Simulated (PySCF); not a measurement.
# What a mistake does to a calculation on AlGeH5NSi

Calculated results; nothing here was measured. The program is PySCF 2.14.0, an open-source quantum chemistry code, run on an isolated molecule that a program drew, which may never have been made. The molecule is AlGeH5NSi (charge 0, doublet), drawn as the SMILES string `[AlH]=[N][SiH][GeH3]`.

Each row is a Hartree-Fock (HF) and frozen-core CCSD(T) single point in the cc-pV(D+d)Z basis, meant for a local HF minimum. Run 1 is clean. Each other run has one planted mistake out of seven kinds, and not every kind appears here: one electron removed, one electron added, multiplicity raised by two, geometry at a saddle point, minimal basis STO-3G, one bond length entered in bohr, all coordinates scaled. The reference is restricted for singlets and unrestricted otherwise, and also for a bond in bohr. Adding or removing an electron swaps singlet and doublet. Electrons count all cores. HOMO and LUMO are orbital energies over both spins, the gradient is its largest component, and the lowest frequency (negative if imaginary) is given only where the gradient is small. Bond lengths are over the 8 bonds as drawn. T1 is the CCSD diagnostic: over 0.02 (restricted) or 0.045 (unrestricted) a single reference is doubtful. Germanium has the cc-pVDZ-PP basis, with a core potential (ECP10MDF) in place of its 10 inner electrons, and its 3s, 3p and 3d shells are frozen in CCSD(T).

Geometry of the clean run:
```xyz
9
AlGeH5NSi, angstrom
Al   -2.6164    0.9747   -1.6653
N    -1.5707    0.0582   -0.5946
Si   -0.6126   -0.8380    0.2663
Ge    1.7763   -0.5874    0.3354
H    -3.2650    2.3380   -1.1445
H    -1.1045   -1.9403    1.1273
H     2.1998    0.5508   -0.5903
H     2.2203   -0.2841    1.7702
H     2.4442   -1.8937   -0.1074
```

```
run  electrons  basis functions  <S^2>  HOMO (eV)  LUMO (eV)  gradient (hartree/bohr)  lowest frequency (cm^-1)  mean bond (Å)  longest bond (Å)      T1  HF (hartree)  CCSD(T) (hartree)             mistake
  1         71              108  0.781      -7.36       1.20                  2.5e-06                        37         1.6748             2.403  0.0225    -881.56336         -882.03121            no fault
  2         72              108  0.000      -0.15       5.45                  4.9e-02                         -         1.6748             2.403  0.0355    -881.53357         -882.04947  one electron added
  3         71              108  1.384      -7.19       1.27                  5.4e-02                         -         1.8700             3.316  0.0676    -881.45792         -881.91260                   ?
  4         71              108  0.911      -7.57       1.22                  1.8e-02                         -         1.7301             2.482  0.0354    -881.55460         -882.02847                   ?
```

**Which mistake was planted in run 3, and what did it cost?**

The mean bond changes by a factor of 1.117 and the longest by 1.380, so the molecule wasn't scaled as a whole. A length L in bohr read as angstrom grows by (1/0.5292 - 1) L = 0.890 L. The 8 bonds together grew by 8 x 0.1952 = 1.562 Å, which gives L = 1.755 Å. That is bond Al1-N2, 1.755 Å in the clean geometry. So the mistake is: one bond length entered in bohr. Subtracting run 1 and multiplying by 627.51 kcal/mol a hartree, the energy moved by 66.2 kcal/mol in HF and 74.4 kcal/mol in CCSD(T).

**Which mistake was planted in run 4, and what did it cost?**

The mean and the longest bond both change by the same factor, 1.033, and the gradient is no longer small. So the mistake is: all coordinates scaled. Subtracting run 1 and multiplying by 627.51 kcal/mol a hartree, the energy moved by 5.5 kcal/mol in HF and 1.7 kcal/mol in CCSD(T).

Cautions from the logs. Run 2: T1 is over the limit, so its CCSD(T) energy is less reliable; run 3: T1 is over the limit, so its CCSD(T) energy is less reliable.
